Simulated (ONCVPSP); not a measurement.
Ca, ONCV: configuration errors across variants

ONCVPSP 4.0.1 input, shortened (lines: element, Z, core and valence counts, functional; n l f; lmax; l rc ep ncon nbas qcut; lloc lpopt rc5 dvloc0; l nproj debl; icmod fcfact rcfact), PBE, scalar-relativistic:

```
  Ca 20.00    3    4        4      upf
    1    0    2.00
    2    0    2.00
    2    1    6.00
    3    0    2.00
    3    1    6.00
    4    0    1.75
    4    1    0.25
    3
    0    2.10    0.00    4    7    5.00
    1    2.05    0.00    4    8    8.50
    2    2.00    0.32    4    9    4.60
    3    2.00    0.17    4    9    6.20
    4    5    1.70    0.00
    0    2    2.10
    1    2    2.50
    2    1    2.40
    3    3    0.40
    3    3.25    1.10
```

In the d channel the program set the typed energies aside and used -0.082 Ha.

All-electron excitation energies from the reference (eV): (1) 3s2 3p6 4s2 4p0 -0.594; (2) 3s2 3p6 4s1 4p0 5.715; (3) 3s2 3p6 4s0 4p0 17.535; (4) 3s1 3p6 4s2 4p0 53.635.

1 further variants failed, have other tests or too few solved ones, and are left out.

Errors AE − PS in meV (a dash: test not solved or not reliable):

| change | (1) | (2) | (3) | (4) | bound ghosts | GHOST(+) flags above zero |
| --- | --- | --- | --- | --- | --- | --- |
| base | 0.0 | -0.4 | -2.6 | -261 | none | f |
| core correction Teter function, fcfact 1.75, rcfact 1.4 | 0.0 | -0.4 | -2.5 | -260 | none | f |
| s: ncon 5, nbas 8 | 0.0 | -0.3 | -2.4 | -192 | none | f |
| core correction Teter function, fcfact 3.3, rcfact 1.1 | 0.0 | -0.4 | -2.6 | -261 | none | f |
| s: qcut 3.5 | 0.0 | -0.4 | -2.9 | -254 | none | f |

Problem. Give the same row for: local potential polynomial inside 1.70 bohr (lpopt 5, dvloc0 3.5 Ha).

Solution. 0.0, -0.3, -2.6, -261; bound ghosts: none; GHOST(+) flags above zero: f.
